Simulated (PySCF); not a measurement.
Job file and geometry (Å, from PBE0-D3(BJ)/def2-SVP) of a spin–spin coupling run on `CC(C)(C)Br`, C4H9Br, B3LYP/pcJ-1 Br:pcSseg-1 indirect spin-spin coupling, non-relativistic, gas phase (PySCF 2.14.0, density-fitted response routines); density fitting, a coarse starting grid and PySCF grid level 2 are the driver's defaults:

```
$ OMP_NUM_THREADS=1 python probes_run.py task.json out

{"job": {"kind": "j", "xc": "B3LYP", "basis": "pcJ-1"}, "charge": 0, "multiplicity": 1}
C     -1.020608     1.040711    -0.017953
C      0.144008     0.107365     0.263112
C      1.174363     0.138777    -0.851980
C     -0.324364    -1.306917     0.557771
Br     1.044673     0.779872     1.910604
H     -1.545289     0.701926    -0.927288
H     -1.738946     1.043303     0.813991
H     -0.675682     2.071245    -0.182687
H      2.035819    -0.502765    -0.618541
H      0.711012    -0.230239    -1.782706
H      1.539022     1.160310    -1.029681
H     -0.831865    -1.713056    -0.333630
H     -1.034016    -1.326459     1.396921
H      0.521932    -1.964440     0.801997
```

Problem. Write the output of this run.

Solution. 
```
coarse grid: 50304 points
cycle   1  E = -2731.7363276631  dE = -1.030e+00  |g| = 8.143e-01  |ddm| = 2.816e+00
cycle   2  E = -2731.7323415016  dE =  3.986e-03  |g| = 5.724e-01  |ddm| = 6.610e-01
cycle   3  E = -2731.7851681801  dE = -5.283e-02  |g| = 1.482e-01  |ddm| = 4.100e-01
cycle   4  E = -2731.7901312800  dE = -4.963e-03  |g| = 2.717e-02  |ddm| = 1.327e-01
cycle   5  E = -2731.7902729471  dE = -1.417e-04  |g| = 1.425e-02  |ddm| = 4.065e-02
cycle   6  E = -2731.7903210241  dE = -4.808e-05  |g| = 8.832e-04  |ddm| = 1.266e-02
cycle   7  E = -2731.7903211776  dE = -1.535e-07  |g| = 2.517e-04  |ddm| = 1.350e-03
final grid: 106256 points
cycle   8  E = -2731.7903159176  dE = -1.275e-07  |g| = 2.265e-04  |ddm| = 2.426e-03
cycle   9  E = -2731.7903159177  dE = -9.277e-11  |g| = 2.309e-04  |ddm| = 5.532e-04
cycle  10  E = -2731.7903159303  dE = -1.255e-08  |g| = 4.691e-05  |ddm| = 2.710e-04
cycle  11  E = -2731.7903159308  dE = -5.248e-10  |g| = 1.173e-05  |ddm| = 5.237e-05
converged SCF energy = -2731.7903159308

Indirect spin-spin couplings (Hz)
  i      j    bonds     total        FC       PSO       DSO        SD
  0 C    1 C    1     38.635    39.552    -1.233     0.316         -
  0 C    2 C    2      1.916     2.109    -0.227     0.034         -
  0 C    3 C    2      1.908     2.101    -0.227     0.034         -
  0 C    5 H    1    127.954   126.036     1.113     0.805         -
  0 C    6 H    1    138.666   136.890     0.916     0.860         -
  0 C    7 H    1    138.750   136.975     0.915     0.860         -
  0 C    8 H    3      9.618     9.616     0.400    -0.398         -
  0 C    9 H    3      1.815     1.767    -0.028     0.077         -
  0 C   10 H    3      2.757     2.705    -0.073     0.125         -
  0 C   11 H    3      1.838     1.789    -0.029     0.078         -
  0 C   12 H    3      2.722     2.670    -0.072     0.123         -
  0 C   13 H    3      9.624     9.622     0.400    -0.398         -
  1 C    2 C    1     38.649    39.568    -1.235     0.316         -
  1 C    3 C    1     38.637    39.556    -1.234     0.316         -
  1 C    5 H    2      1.404     1.135     0.082     0.187         -
  1 C    6 H    2     -5.234    -5.287    -0.145     0.198         -
  1 C    7 H    2     -5.232    -5.287    -0.143     0.198         -
  1 C    8 H    2     -5.226    -5.279    -0.143     0.197         -
  1 C    9 H    2      1.394     1.124     0.081     0.188         -
  1 C   10 H    2     -5.224    -5.277    -0.145     0.197         -
  1 C   11 H    2      1.399     1.130     0.082     0.188         -
  1 C   12 H    2     -5.220    -5.273    -0.143     0.197         -
  1 C   13 H    2     -5.232    -5.285    -0.145     0.198         -
  2 C    3 C    2      1.921     2.114    -0.227     0.034         -
  2 C    5 H    3      1.838     1.789    -0.029     0.078         -
  2 C    6 H    3      9.630     9.628     0.400    -0.398         -
  2 C    7 H    3      2.727     2.675    -0.072     0.123         -
  2 C    8 H    1    138.754   136.979     0.916     0.859         -
  2 C    9 H    1    127.877   125.958     1.114     0.805         -
  2 C   10 H    1    138.707   136.932     0.916     0.859         -
  2 C   11 H    3      1.820     1.771    -0.029     0.077         -
  2 C   12 H    3      9.621     9.619     0.400    -0.398         -
  2 C   13 H    3      2.759     2.707    -0.073     0.126         -
  3 C    5 H    3      1.811     1.762    -0.028     0.077         -
  3 C    6 H    3      2.756     2.704    -0.073     0.125         -
  3 C    7 H    3      9.613     9.611     0.399    -0.398         -
  3 C    8 H    3      2.727     2.675    -0.072     0.124         -
  3 C    9 H    3      1.845     1.796    -0.030     0.079         -
  3 C   10 H    3      9.634     9.632     0.400    -0.398         -
  3 C   11 H    1    127.897   125.978     1.114     0.805         -
  3 C   12 H    1    138.771   136.997     0.915     0.859         -
  3 C   13 H    1    138.695   136.920     0.916     0.859         -
  5 H    6 H    2    -13.812   -14.246     2.423    -1.989         -
  5 H    7 H    2    -13.826   -14.261     2.423    -1.989         -
  5 H    8 H    4      0.215     0.151     1.470    -1.406         -
  5 H    9 H    4      0.224     0.032    -1.224     1.416         -
  5 H   11 H    4      0.222     0.030    -1.223     1.415         -
  5 H   13 H    4      0.199     0.135     1.468    -1.404         -
  6 H    7 H    2    -13.116   -13.716     2.426    -1.826         -
  6 H    8 H    4      4.298     4.405     1.749    -1.856         -
  6 H    9 H    4      0.202     0.137     1.468    -1.403         -
  6 H   12 H    4      0.220    -0.203    -1.371     1.795         -
  7 H   10 H    4      0.224    -0.200    -1.371     1.795         -
  7 H   11 H    4      0.214     0.149     1.470    -1.406         -
  7 H   13 H    4      4.293     4.400     1.749    -1.856         -
  8 H    9 H    2    -13.866   -14.299     2.420    -1.986         -
  8 H   10 H    2    -13.085   -13.683     2.429    -1.831         -
  8 H   13 H    4      0.222    -0.202    -1.373     1.796         -
  9 H   10 H    2    -13.816   -14.249     2.423    -1.990         -
  9 H   11 H    4      0.227     0.035    -1.229     1.421         -
  9 H   12 H    4      0.220     0.155     1.470    -1.405         -
 10 H   11 H    4      0.205     0.141     1.468    -1.403         -
 10 H   12 H    4      4.306     4.413     1.749    -1.856         -
 11 H   12 H    2    -13.848   -14.282     2.421    -1.987         -
 11 H   13 H    2    -13.838   -14.271     2.421    -1.988         -
 12 H   13 H    2    -13.083   -13.681     2.429    -1.831         -
```

Size and cost of the density-fitted run: 239 basis functions, 45 s wall time on 1 thread of an Arm Neoverse V1, shared host; peak memory 0.95 GiB.
